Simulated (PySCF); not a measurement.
# Spinor energies of In⁺ (indium, charge +1)

Start: [Kr] 4d10 5s2. Calculated with PySCF 2.14 in x2c-TZVPPall-2c with one added diffuse shell each of s, p, d, f type (9s10p6d3f, 90 functions): generalised Hartree-Fock with the X2C-1e Hamiltonian and a Gaussian nucleus; spin-orbit coupling (SO) screened by Boettger's factors.

| spinor shell | electrons | ε, screened SO (eV) | weight of nominal j (screened SO) | rms radius, screened SO (bohr) |
| --- | --- | --- | --- | --- |
| 1s1/2 | 2 | -28086.6 | 1.000 | 0.0340 |
| 2s1/2 | 2 | -4302.2 | 1.000 | 0.139 |
| 2p1/2 | 2 | -4002.0 | 1.000 | 0.120 |
| 2p3/2 | 4 | -3788.9 | 1.000 | 0.125 |
| 3s1/2 | 2 | -861.40 | 1.000 | 0.371 |
| 3p1/2 | 2 | -738.77 | 1.000 | 0.365 |
| 3p3/2 | 4 | -698.95 | 1.000 | 0.376 |
| 3d3/2 | 4 | -483.87 | 1.000 | 0.350 |
| 3d5/2 | 6 | -475.90 | 1.000 | 0.353 |
| 4s1/2 | 2 | -151.75 | 1.000 | 0.907 |
| 4p1/2 | 2 | -109.53 | 1.000 | 0.971 |
| 4p3/2 | 4 | -102.51 | 1.000 | 1.00 |
| 4d3/2 | 4 | -35.490 | 1.000 | 1.26 |
| 4d5/2 | 6 | -34.531 | 1.000 | 1.28 |
| 5s1/2 | 2 | -17.311 | 1.000 | 2.75 |

| quantity | screened SO |
| --- | --- |
| E (hartree) | -5878.71413 |
| M_J | 0 |
| ⟨J²⟩ | 0.000 |
| ⟨L²⟩ | 0.017 |
| ⟨S²⟩ | 0.017 |

Breit and QED terms are absent; they matter most for the inner s and p1/2 levels.

Densities and radii are taken from the X2C orbitals without a picture-change correction, which distorts them close to the nucleus.
